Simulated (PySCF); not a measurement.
GeH5NO3, SMILES [OH][Ge]([OH])([OH])[NH2].

Geometry: ωB97X-D3(BJ)/def2-SVP. The structure was generated by enumeration, and PubChem lists no compound with its InChIKey, so it may never have been made. One conformer was computed; it need not be the lowest.

Two levels are set side by side: PBE/def2-TZVP (PySCF) and CAM-B3LYP/def2-TZVP (PySCF). Same geometry, gas phase. Differences are taken from unrounded values.

```csv
quantity,CAM-B3LYP,PBE,PBE minus CAM-B3LYP
orbital gap (eV),10.20,5.40,-4.80
highest occupied level (eV),-9.39,-6.34,3.05
lowest empty level (eV),0.82,-0.93,-1.75
dipole moment (D),0.80,0.77,-0.03
mean polarisability (bohr³),43.4,46.5,3.1
```

Without exact exchange PBE keeps part of each electron's self-repulsion, which lifts occupied levels and narrows the gap. PBE's more diffuse valence density responds more strongly to a field. Differences between two approximate levels are no errors against the true value.

Rough cost on one machine, each run with all the roots and properties that it gave: CAM-B3LYP against PBE within a factor of 2.
